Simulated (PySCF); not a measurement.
Si(H)2(OH)(OSiH3) (H6O2Si2), SMILES [SiH3]O[SiH2]O.

Geometry optimised at PBE-D3(BJ)/def2-SVP. One conformer was computed; it need not be the lowest.

Two levels are set side by side: PBE/def2-TZVP (PySCF) and HF/def2-TZVP (PySCF). Same geometry, gas phase. Differences are taken from unrounded values.

```tsv
quantity	PBE
orbital gap (eV)	6.49
highest occupied level (eV)	-7.37
lowest empty level (eV)	-0.88
dipole moment (D)	0.99
mean polarisability (bohr³)	59.8
```

Question: These are the PBE values. What does HF give? (An estimate is asked for; the answer gives what the named calculation found.)

Answer: 
| quantity | HF | PBE minus HF |
|---|---|---|
| orbital gap (eV) | 15.39 | -8.90 |
| highest occupied level (eV) | -12.37 | 5.00 |
| lowest empty level (eV) | 3.02 | -3.90 |
| dipole moment (D) | 0.98 | 0.01 |
| mean polarisability (bohr³) | 51.6 | 8.2 |

PBE's occupied levels lie high since its potential decays too fast outside the molecule; exact exchange lowers them and widens the gap. Loosely held outer electrons make PBE densities more polarisable. Differences between two approximate levels are no errors against the true value.

Rough cost on one machine, each run with all the roots and properties that it gave: HF against PBE about 1/3.
